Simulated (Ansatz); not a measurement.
Molecule: sum formula SiH2S2Cl, net charge 0, doublet state. It need not be the lowest isomer of its formula. 
Structure (B3LYP-D3(BJ)/def2-TZVP (Ansatz, a first-principles code) minimum search):
```
Si
Cl 1 2.0877
S 1 2.1459 2 110.22
H 3 1.3445 1 93.53 2 36.04
S 1 2.1460 2 113.55 4 -132.70
H 5 1.3449 1 94.09 2 -74.67
```
Charge 0, spin multiplicity 2.

Total electronic energies in hartree. Cores are frozen in the correlated levels unless marked. UHF or UKS for open shells. Spin-orbit coupling is left out. No relativistic terms. CBS(X,Y): correlation extrapolated as X^-3; Hartree-Fock from the larger set.

| level | program | energy (Eh) |
|---|---|---|
| HF/cc-pV(D+d)Z | Ansatz | -1544.75754 |
| HF/cc-pwCVTZ | Ansatz | -1544.81945 |
| BLYP/def2-TZVPD | Ansatz | -1547.39353 |
| PBE0-D3(BJ)/def2-TZVP | Ansatz + dftd3 | -1546.86127 |
| PBE0/def2-TZVP | Ansatz | -1546.85358 |
| r2SCANh-D4/def2-TZVPD | Ansatz + dftd4 | -1547.29305 |
| HSE06-D4/def2-TZVPD | Ansatz + dftd4 | -1546.83431 |
| B2PLYP/def2-TZVPD | Ansatz | -1546.89428 |
| MP2/CBS(cc-pV(T+d)Z,cc-pV(Q+d)Z) | Ansatz | -1545.5718 |
| SCS-MP2/6-31G | Ansatz | -1544.69150 |
| CCSD/6-31G | Ansatz | -1544.72183 |
| CCSD/cc-pVTZ | Ansatz | -1545.50198 |
| CCSD/cc-pV(Q+d)Z | Ansatz | -1545.57798 |
| CCSD(T)/cc-pwCVTZ | Ansatz | -1545.55471 |
| CCSD(T)/CBS(cc-pV(T+d)Z,cc-pV(Q+d)Z) | Ansatz | -1545.6599 |

Totals of different functionals don't rank their quality; only differences between species are comparable.
